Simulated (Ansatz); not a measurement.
`CC[SiH2]CS` + `F[SiH3]` → `CC[SiH3]` + `F[SiH2]CS`  (redistribution)

Isolated molecules relaxed with PBE0-D4/def2-TZVP in Ansatz; ΔE leaves out vibrations. CCSD(T)/CBS adds triple-zeta CCSD(T) − MP2 to the extrapolated MP2 energy (def2 sets, frozen cores). This one scheme is used for every species. Functionals use def2-TZVPP. B3LYP here is the variant with VWN-RPA as its local correlation; programs differ in this. Each species was taken in one conformer, which may not be the lowest.

`CC[SiH2]CS`:

Cartesian coordinates in Å:
```
C -0.716 -1.689 -0.040
C 0.352 -0.931 -0.824
Si 1.185 0.431 0.161
C -0.075 1.635 0.874
S -1.113 2.404 -0.398
H -1.532 -1.031 0.272
H -0.301 -2.141 0.865
H -1.158 -2.492 -0.634
H -0.071 -0.497 -1.736
H 1.136 -1.617 -1.161
H 1.937 -0.180 1.298
H 2.140 1.188 -0.691
H -0.695 1.179 1.649
H 0.459 2.465 1.344
H -1.548 1.276 -0.980
```

`F[SiH3]`:

Z-matrix (Å, degrees):
```
Si
F 1 1.600
H 1 1.482 2 108.3
H 1 1.482 2 108.3 3 -120.0
H 1 1.482 2 108.3 3 120.0
```

`CC[SiH3]`:

Cartesian coordinates in Å:
```
C -0.586 0.649 1.120
C -0.374 -0.566 0.221
Si 0.801 -0.242 -1.206
H -1.274 0.428 1.940
H -1.003 1.491 0.560
H 0.354 0.987 1.562
H -1.328 -0.907 -0.194
H 0.020 -1.407 0.802
H 2.138 0.168 -0.694
H 0.281 0.858 -2.065
H 0.970 -1.458 -2.047
```

`F[SiH2]CS`:

```xyz
9

F     0.208   -0.797    1.779
Si    0.031    0.545    0.918
C    -0.409    0.056   -0.825
S     0.837   -1.064   -1.520
H    -1.057    1.331    1.554
H     1.314    1.283    0.946
H    -0.387    0.950   -1.455
H    -1.410   -0.373   -0.903
H     0.873   -1.931   -0.495
```

| level | ΔE (kcal/mol) | difference from CCSD(T)/CBS |
| --- | --- | --- |
| PBE-D4 | -1.9 | -0.8 |
| PBE0-D4 | -1.7 | -0.6 |
| ωB97M-V | -1.6 | -0.5 |
| PBE0 | -2.6 | -1.5 |
| B3LYP | -2.8 | -1.7 |
| HF/def2-TZVPP | -2.6 | -1.5 |
| CCSD/def2-TZVPP | -1.4 | -0.3 |
| CCSD(T)/def2-TZVPP | -1.1 | 0.0 |
| HF/CBS(def2) | -2.5 | -1.4 |
| CCSD/CBS(def2) | -1.3 | -0.2 |
| CCSD(T)/CBS | -1.1 | 0 |

Largest T1 diagnostic among the species: 0.011.

The D4 term adds +1.4 kcal/mol with B3LYP and +0.9 kcal/mol with PBE0; it sums over pairs of atoms, weighted by their polarisabilities, and B3LYP, whose exchange is more repulsive, gets the larger term. In def2-TZVPP, CCSD(T) changes the Hartree–Fock value by +1.5 kcal/mol (the triples alone add +0.3 kcal/mol) and MP2 by +2.0 kcal/mol.
